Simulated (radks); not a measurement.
Problem. Species: Sr II. Configuration: [Kr] 4d1 (not the ground configuration). Calculated with a radial shooting solver on a logarithmic mesh with Libxc functionals: scalar-relativistic Kohn-Sham, B86b exchange with PBE correlation, spin-polarised, spherical densities, point nucleus; open shells are filled with parallel spins first (spin-orbit coupling, left out, can overturn this in heavy ions). Some entries of the table are withheld. Estimate them.

orbital  occ.  eigenvalue (hartree)  <1/r> (bohr^-1)
1s down     1             -585.9449            39.00
1s up       1             -585.9446            39.00
2s up       1             -79.47465            8.704
2s down     1             -79.47339            8.704
2p up       3             -70.63312            8.497
2p down     3             -70.63228            8.497
3s up       1             -12.42593            2.918
3s down     1             -12.42531            2.918
3p up       3                   (1)            2.762
3p down     3                   (2)            2.762
3d up       5              -4.86160            2.508
3d down     5              -4.86055            2.507
4s up       1              -1.66505           0.9848
4s down     1              -1.65357           0.9888
4p up       3                   (3)           0.8400
4p down     3                   (4)           0.8454
4d up       1              -0.21475              (5)

Solution. 
(1) 3p up eigenvalue (hartree): -9.57228
(2) 3p down eigenvalue (hartree): -9.57163
(3) 4p up eigenvalue (hartree): -1.00627
(4) 4p down eigenvalue (hartree): -0.99052
(5) 4d up <1/r> (bohr^-1): 0.4479
